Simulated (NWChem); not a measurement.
System: CH6Ge; SMILES [CH3][GeH3]

All runs: NWChem. All runs use the structure optimised with PBE-D3(BJ)/def2-SVP. Level: PBE0/aug-cc-pVDZ; the question gives the wavelength of the field.

Problem. Estimate the computed values for field 1065 nm. Quantities: isotropic polarisability (bohr³); anisotropy (bohr³).

Solution. The isotropic polarisability (bohr³) is 48.9 and the anisotropy (bohr³) is 8.9.
